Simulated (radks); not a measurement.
Values are calculated unless marked as measured or tabulated.
Q: Species: As0.4+. Configuration: [Ar] 3d10 4s1.6 4p3 (fractional occupations, a model configuration). Code: a radial shooting solver on a logarithmic mesh with Libxc functionals. Model: Dirac Kohn-Sham, LDA (Slater exchange, Perdew-Wang correlation), spin-unpolarised, spherical densities, point nucleus; open shells are shared between the two j in proportion to 2j + 1. Some entries of the table are withheld. Estimate them.

orbital,occ.,eigenvalue (hartree),<1/r> (bohr^-1),<r> (bohr)
1s1/2,2,-429.9483,33.42,0.04556
2s1/2,2,(1),7.404,0.2028
2p1/2,2,-48.92564,7.375,0.1748
2p3/2,4,-47.58472,7.161,0.1785
3s1/2,2,(2),2.392,0.5993
3p1/2,2,(3),2.271,0.6106
3p3/2,4,(4),2.219,0.6214
3d3/2,4,-1.67783,1.918,0.6752
3d5/2,6,-1.65096,1.904,0.6799
4s1/2,1.6,-0.67783,(5),1.898
4p1/2,1,-0.32834,0.5512,2.382
4p3/2,2,-0.31678,0.5397,2.427

A: 
(1) 2s1/2 eigenvalue (hartree): -54.68513
(2) 3s1/2 eigenvalue (hartree): -7.12181
(3) 3p1/2 eigenvalue (hartree): -5.18639
(4) 3p3/2 eigenvalue (hartree): -5.00131
(5) 4s1/2 <1/r> (bohr^-1): 0.6971
